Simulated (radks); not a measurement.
Q: Ta+, 72 electrons, occupied as [Xe] 4f14 5d3 6s1. Method: Dirac Kohn-Sham, PBE, spin-unpolarised, spherical densities, point nucleus; open shells fill j = l - 1/2 first; computed with a radial shooting solver on a logarithmic mesh with Libxc functionals. Some entries of the table are withheld. Estimate them.

orbital,occ.,eigenvalue (eV),<1/r> (bohr^-1)
1s1/2,2,-67286.30,85.48
2s1/2,2,-11558.16,20.75
2p1/2,2,-11045.08,20.71
2p3/2,4,-9774.759,17.50
3s1/2,2,-2652.842,7.615
3p1/2,2,-2425.109,7.529
3p3/2,4,-2151.627,6.699
3d3/2,4,-1767.695,6.591
3d5/2,6,-1708.137,6.394
4s1/2,2,(1),3.196
4p1/2,2,-452.4135,(2)
4p3/2,4,-389.4467,(3)
4d3/2,4,-235.4067,(4)
4d5/2,6,-223.8408,(5)
5s1/2,2,-79.6508,1.221
5p1/2,2,(6),1.088
5p3/2,4,(7),0.9861
4f5/2,6,-32.5200,2.018
4f7/2,8,-30.5388,1.987
6s1/2,1,-11.5122,(8)
5d3/2,3,-10.6562,0.6328
5d5/2,0,-10.0270,0.6086

A: 
(1) 4s1/2 eigenvalue (eV): -546.2553
(2) 4p1/2 <1/r> (bohr^-1): 3.084
(3) 4p3/2 <1/r> (bohr^-1): 2.796
(4) 4d3/2 <1/r> (bohr^-1): 2.578
(5) 4d5/2 <1/r> (bohr^-1): 2.509
(6) 5p1/2 eigenvalue (eV): -52.5414
(7) 5p3/2 eigenvalue (eV): -43.8225
(8) 6s1/2 <1/r> (bohr^-1): 0.4099
